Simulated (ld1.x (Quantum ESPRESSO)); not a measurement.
# S, RRKJ: configuration errors across variants

ld1.x (Quantum ESPRESSO) 7.5 input, shortened:

```
&input
   title='S', zed=16., rel=2, dft='PBE', iswitch=3,
   config='[Ne] 3s2 3p4 3d-2', rel_dist='average'
 /
 &inputp
   pseudotype=2, tm=.false., lloc=0,
   nlcc=.true., new_core_ps=.true., rcore=1.25
 /
3
3P  2  1   4.00   0.00  1.35  1.35  0.0
3D  3  2  -2.00   0.05  1.50  1.50  0.0
3S  1  0   2.00   0.00  1.55  1.55  0.0
 &test
   configts(1)='3s2 3p4'
 /
```

Open shells are filled in proportion to 2j + 1 (rel_dist='average').

All-electron excitation energies from the reference (eV): (1) 3s2 3p3 11.769; (2) 3s2 3p2 34.053; (3) 3s2 3p1 68.095; (4) 3s0 3p6 20.739; (5) 3s2 3p0 114.892; (6) 3s2 3p4.3 -1.709; (7) 3s1 3p5 10.311.

2 further variants failed, have other tests or another functional or relativity, and are left out.

Errors AE − PS in meV (a dash: test not solved or not reliable):

```csv
change,(1),(2),(3),(4),(5),(6),(7),bound ghosts
base,+4.2,+27,+92,-6.6,+230,+0.2,-1.6,none
"all radii but the core radius scaled by about 1.35 (s 2.08, p 1.82, d 2.02 bohr)",+13,+79,+246,-96,+592,+0.6,-23,none
wave 3p (bound): rc 1.35 bohr becomes 3p (bound): rc 1.36 bohr,+4.2,+27,+92,-6.6,+230,+0.2,-1.6,none
wave 3d channel at 0.05 Ry: rc 1.50 bohr becomes 3d channel at 3.42 Ry: rc 1.50 bohr,+4.2,+27,+92,-6.6,+230,+0.2,-1.6,none
```

Task: Give the same row for: type TM; local potential the d channel.

Result: +5.7, +37, +125, -0.7, +322, +0.2, -0.1; bound ghosts: none.
